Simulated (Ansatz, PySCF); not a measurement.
Gas-phase reaction R1 → 2 P1, each structure at its B3LYP-D3(BJ)/def2-TZVP stationary point, reached from a drawn start (curvature not checked).
P1: N atom, charge 0, multiplicity 4.
R1, N2 (SMILES N#N) (charge 0, multiplicity 1):
```xyz
2

N      0.54546     0.00000     0.00000
N     -0.54546     0.00000     0.00000
```

P less R. No zero-point or thermal terms; singlets are restricted closed shells; open shells are unrestricted.

Cores are frozen in the correlated methods.

Programs: Ansatz (Gaussian basis) for Hartree–Fock, density functionals and correlated methods; PySCF for M06-2X. Each number belongs to the level named beside it.

The comparison value is 9.647 eV (CCSD(T)/cc-pVQZ). It is a level with limits of its own, not the exact answer.

**Question.** Order these levels by how close they come to the comparison value for the reaction energy, closest first: M06-2X/def2-TZVPP, BHLYP/def2-TZVPP, HF/cc-pVTZ, wB97X-V/def2-TZVPP, revPBE/def2-TZVPP. Give each level's value less the comparison value.

**Answer.** M06-2X/def2-TZVPP (0.193 eV), wB97X-V/def2-TZVPP (0.348 eV), revPBE/def2-TZVPP (0.481 eV), BHLYP/def2-TZVPP (-0.656 eV), HF/cc-pVTZ (-4.659 eV)

Ansatz is a program for electronic structure.
